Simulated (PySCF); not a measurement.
Isomers of C7H14O2, from PBE0-D3(BJ)/def2-SVP geometry optimisation, gas phase in PySCF. One conformer each, no zero-point energy, no frequencies.

Question: Which isomer lies lower at this level?
A. `[CH3:1][O:2][C:3](=[O:4])[CH2:5][C:6]([CH3:7])([CH3:8])[CH3:9]` with C1–O2–C3–O4 -1°, O2–C3–C5–C6 -104° (methyl tert-butylacetate): A = 2982, B = 977.2, C = 904.8 MHz, dipole 1.65 D
B. `[CH3:1][CH2:2][CH:3]([CH2:4][CH3:5])[O:6][C:7]([CH3:8])=[O:9]` with C1–C2–C3–C4 178°, C2–C3–C4–C5 -179°, C2–C3–O6–C7 118°, C3–O6–C7–C8 -179° (3-pentyl acetate): A = 1636, B = 1408, C = 909.3 MHz, dipole 1.90 D

Answer: B. That is `CCC(CC)OC(C)=O` (3-pentyl acetate), 4.4 kcal/mol below the other.

| SMILES | mapped SMILES | E (Eh) | relative (kcal/mol) | relative (kJ/mol) | dipole (D) |
| --- | --- | --- | --- | --- | --- |
| CCC(CC)OC(C)=O | [CH3:1][CH2:2][CH:3]([CH2:4][CH3:5])[O:6][C:7]([CH3:8])=[O:9] | -424.86495 | 0.0 | 0.0 | 1.90 |
| COC(=O)CC(C)(C)C | [CH3:1][O:2][C:3](=[O:4])[CH2:5][C:6]([CH3:7])([CH3:8])[CH3:9] | -424.85787 | 4.4 | 18.6 | 1.65 |

As drawn, the higher has a quaternary carbon, which the lower lacks.
